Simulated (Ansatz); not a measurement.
Cl₂Ge₂H₄ (`[Cl][GeH]([Cl])[GeH3]`), relaxed with RKS PBE-D4/def2-SVP in the Gaussian-basis code of Ansatz from a rough embedded geometry. The force threshold is 0.03 eV/Å; the program also tests the step.

Charge 0, multiplicity 1.

Start:

```xyz
8

Cl    2.363   -0.175   -1.462
Ge    0.276    0.370   -1.030
Cl    0.111    2.516   -1.004
Ge   -0.424   -0.485    1.026
H    -0.627   -0.237   -2.142
H    -1.894   -0.075    1.370
H    -0.293   -2.019    1.075
H     0.487    0.105    2.165
```

(1) How much energy does the relaxation release, and in how many steps? (Estimate.)

(2) Which bonds change most? (Estimate.)

(3) Give the relaxed structure. (Best estimate.)

## Answers

(1) Ansatz gave: 13.03 kJ/mol, in 4 steps.

(2) The calculation gave: Ge2–Ge4 from 2.335 to 2.435 Å; Ge2–Cl3 from 2.152 to 2.185 Å; Ge4–H8 from 1.573 to 1.545 Å; Ge4–H6 from 1.564 to 1.548 Å.

(3) The calculation gave: 
```xyz
8

Cl    2.316   -0.200   -1.407
Ge    0.224    0.334   -1.071
Cl    0.092    2.514   -1.019
Ge   -0.424   -0.506    1.121
H    -0.558   -0.127   -2.330
H    -1.888   -0.093    1.411
H    -0.291   -2.048    1.136
H     0.530    0.127    2.159
```
